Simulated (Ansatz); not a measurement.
`[NH2][Al]([F])[O][SiH3]`. The species carries charge 0 and has multiplicity 1. The structure was optimised at the PBE0-D4/def2-TZVP level. It is one conformer, not always the lowest.

```xyz
10

N     2.329    0.482   -0.627
Al    0.697    0.986   -0.252
F     0.337    2.591   -0.283
O    -0.492   -0.123    0.136
Si   -1.833   -0.945    0.537
H     2.644   -0.474   -0.635
H     3.078    1.109   -0.867
H    -1.686   -2.370    0.138
H    -2.053   -0.879    2.006
H    -3.021   -0.376   -0.153
```

Task: What is the dipole moment at B3LYP/def2-TZVPP? (Estimate.)

Result: The calculation gave: 2.06 D, with components (1.61, -1.24, -0.32) D in this frame, pointing from negative to positive charge.

Task: And with PBE, r2SCAN, ωB97M-V? (Best estimate.)

Result: Ansatz gave: PBE 2.08 D, r2SCAN 2.07 D, ωB97M-V 2.04 D.

Task: Give the Mulliken charges with B3LYP, r2SCAN, ωB97M-V in def2-TZVPP. (An estimate is asked.)

Result: The calculation gave: 
```csv
atom,B3LYP,r2SCAN,ωB97M-V
N1,-0.42,-0.47,-0.38
Al2,0.69,0.74,0.69
F3,-0.37,-0.36,-0.35
O4,-0.32,-0.37,-0.32
Si5,0.36,0.40,0.27
H6,0.14,0.16,0.12
H7,0.14,0.16,0.12
H8,-0.08,-0.09,-0.05
H9,-0.08,-0.09,-0.05
H10,-0.08,-0.08,-0.04
```

B3LYP here is the variant with VWN-RPA as its local correlation; programs differ in this.
